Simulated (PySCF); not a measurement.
Gas-phase equilibrium of 1 mol GeCl₄, 39 mol H₂ at 2000 K and 1.00 bar, among 17 species (GeH₄, Ge₂H₆, GeH₃Cl, HCl, GeCl₃, H, H₂, Ge₃H₈, GeHCl₃, GeH₃, GeCl₄, Cl, Cl₂, GeCl₂, GeHCl, GeH₂, GeH₂Cl₂). Only gases are allowed; each row takes one source of thermochemistry for all species, and Cantera finds the minimum.

Computed with PySCF and rigid-rotor harmonic-oscillator thermochemistry at 1 bar. † marks an energy on the PBE0/def2-TZVP geometry and frequencies; other levels use their own. MP2 and CCSD(T) freeze the core. Open shells (unrestricted) among the columns below: H (multiplicity 2); the rest are closed-shell singlets. B3LYP is the form with VWN-RPA correlation. Ge: all electrons, no relativistic terms. GeHCl: computed as isolated molecules; such fragments, hydroxides, amides, oligomers or adducts are transient or little studied in the gas. MP2 isn't extrapolated to the basis-set limit. CCSD(T) isn't extrapolated to the basis-set limit. The harmonic model lacks anharmonicity and excited electronic states, which grow with temperature; levels with a mode under 35 cm⁻¹ are left out.

Molecules larger than those listed are left out, and so are free Ge atoms, whose spin-orbit terms are large.

Mole fractions:

| thermochemistry | x H₂ | x HCl | x GeCl₂ | x GeHCl | x H |
|---|---|---|---|---|---|
| B3LYP/def2-TZVP† | 0.92 | 0.051 | 0.022 | 0.0020 | 0.0015 |
| CCSD(T)/def2-SVP† | 0.92 | 0.055 | 0.019 | 0.0049 | 0.0035 |
| MP2/def2-TZVPP† | 0.92 | 0.051 | 0.023 | 0.0017 | 0.0035 |
| PBE/def2-TZVP† | 0.92 | 0.050 | 0.023 | 0.0014 | 0.0030 |
| PBE0/def2-TZVP | 0.92 | 0.051 | 0.022 | 0.0021 | 0.0032 |
The most sensitive of these is GeHCl: it spans a factor of 10^0.5 over these rows; at this temperature one factor of ten is RT ln 10 = 38 kJ/mol.
